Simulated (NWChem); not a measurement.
# SnH3OF; SMILES [OH][SnH2][F]

```xyz
6

Sn    -0.2605     0.0119    -0.0299
O      1.1333    -1.3732    -0.1940
F      0.6801     1.7101    -0.0664
H     -1.1849    -0.1007    -1.4515
H     -1.0220    -0.0230     1.4994
H      1.7836    -1.3400     0.5172
```
Atoms are numbered in this order, from 1.

Level: PBE0/def2-SVP with def2 effective core potentials on Sn (NWChem), optimised geometry, unscaled harmonic frequencies. def2 effective core potentials on Sn; no spin-orbit coupling.

**Question.** List the harmonic frequencies with IR intensities, and the thermochemistry.

**Answer.** 
| frequency (cm⁻¹) | IR intensity (km/mol) |
|---|---|
| 153 | 35.6 |
| 219 | 114.4 |
| 450 | 66.1 |
| 517 | 3.1 |
| 630 | 82.8 |
| 640 | 138.2 |
| 667 | 49.2 |
| 673 | 51.8 |
| 851 | 90.2 |
| 1958 | 99.5 |
| 1998 | 113.0 |
| 3897 | 79.0 |

| Quantity | Value |
|---|---|
| zero-point energy | 18.1 kcal/mol |
| thermal correction to the enthalpy at 298.15 K (with zero-point energy) | 21.9 kcal/mol |
| heat capacity Cv | 16.5 cal/(mol K) |
| entropy at 298.15 K and 1 atm (symmetry number 1) | 73.4 cal/(mol K) |

Rigid rotor and harmonic oscillator.
